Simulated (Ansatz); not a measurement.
One change: `C=C(F)I` becomes `C=C(F)[SeH]`.

Ansatz, PBE0-D4/def2-TZVP geometries, multiplicity 1. Each molecule was computed in one conformer, which needn't be the lowest.

Elements past krypton have def2 core potentials. Scalar relativity is left out up to krypton.

```json
{"property": "HOMO–LUMO gap (ωB97M-V/def2-TZVPP) / eV", "`C=C(F)I`": "10.43"}
{"property": "ideal-gas entropy at 298 K and 1 bar (rigid rotor, harmonic PBE0-D4/def2-TZVP) / J/(mol·K)", "`C=C(F)I`": "302"}
{"property": "size of the dipole moment (PBE/def2-TZVPP) / D", "`C=C(F)I`": "1.04"}
{"property": "HOMO energy (PBE0/def2-TZVPP) / eV", "`C=C(F)I`": "-7.31"}
{"property": "LUMO energy (PBE/def2-TZVPP) / eV", "`C=C(F)I`": "-1.92"}
{"property": "HOMO–LUMO gap (B3LYP/def2-TZVPP) / eV", "`C=C(F)I`": "5.81"}
```

(1) Give the same properties after the change, and the shifts. (Best estimate.)

## Answers

(1) Computed: 
```
                                                                                  property  `C=C(F)[SeH]`  shift
                                                   HOMO–LUMO gap (ωB97M-V/def2-TZVPP) / eV          10.72   0.29
ideal-gas entropy at 298 K and 1 bar (rigid rotor, harmonic PBE0-D4/def2-TZVP) / J/(mol·K)            306      4
                                            size of the dipole moment (PBE/def2-TZVPP) / D           0.73  -0.31
                                                        HOMO energy (PBE0/def2-TZVPP) / eV          -6.94   0.37
                                                         LUMO energy (PBE/def2-TZVPP) / eV          -1.35   0.57
                                                     HOMO–LUMO gap (B3LYP/def2-TZVPP) / eV           6.05   0.24
```

With PBE0 the HOMO rises by 0.37 eV and the LUMO rises by 0.59 eV, so the gap widens by about 0.22 eV. PBE moves the HOMO by 0.38 eV and ωB97M-V by 0.34 eV. The zero-point energy changes by 21.1 kJ/mol with +3 modes. Dipoles are sizes alone; their direction can turn.

B3LYP here is the variant with VWN-RPA as its local correlation; programs differ in this.

Spin–orbit coupling is left out; it splits and shifts lone-pair levels of the heavy atoms by tenths of an eV.
